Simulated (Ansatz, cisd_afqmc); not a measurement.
System: CF, charge 1, singlet. CF+ (parent SMILES [C]F, singlet).
B3LYP-D3(BJ)/def2-TZVP minimum from Ansatz (a quantum-chemistry and plane-wave program):
```
C
F 1 1.1559
```
Charge +1, spin multiplicity 1.

Total energies in aug-cc-pVDZ, 10 correlated electrons, 2 frozen orbitals. Radicals and triplets start from unrestricted determinants; spin-orbit coupling is neglected. Cores are frozen in correlated methods. No relativity. AFQMC is phaseless with a CISD trial state; ± is one standard error, without the phaseless bias. Outlying blocks are dropped, and bars are widened where a walk drifts. Over all cases where full CI ran beside it in this data, AFQMC minus full CI had a median of +0.1 mEh and passed +0.4 mEh in a tenth of the cases.

```json
[
 {"method": "HF", "program": "Ansatz", "energy (Eh)": "-136.85870", "minus CCSDTQ (mEh)": "314.57"},
 {"method": "MP2", "program": "Ansatz", "energy (Eh)": "-137.14640", "minus CCSDTQ (mEh)": "26.88"},
 {"method": "CCSD", "program": "Ansatz", "energy (Eh)": "-137.16158", "minus CCSDTQ (mEh)": "11.70"},
 {"method": "CCSD(T)", "program": "Ansatz", "energy (Eh)": "-137.17205", "minus CCSDTQ (mEh)": "1.23"},
 {"method": "CCSDT(Q)", "program": "Ansatz", "energy (Eh)": "-137.17334", "minus CCSDTQ (mEh)": "-0.06"},
 {"method": "CCSDTQ", "program": "Ansatz", "energy (Eh)": "-137.17328", "minus CCSDTQ (mEh)": "0.00"},
 {"method": "AFQMC/CISD", "program": "cisd_afqmc", "energy (Eh)": "-137.1730 ± 0.0004", "minus CCSDTQ (mEh)": "0.3 ± 0.4"}
]
```

Rough core times of Ansatz's runs on a shared machine: CCSD(T) under 20 s, CCSDT(Q) under 20 s, CCSDTQ 8 min.
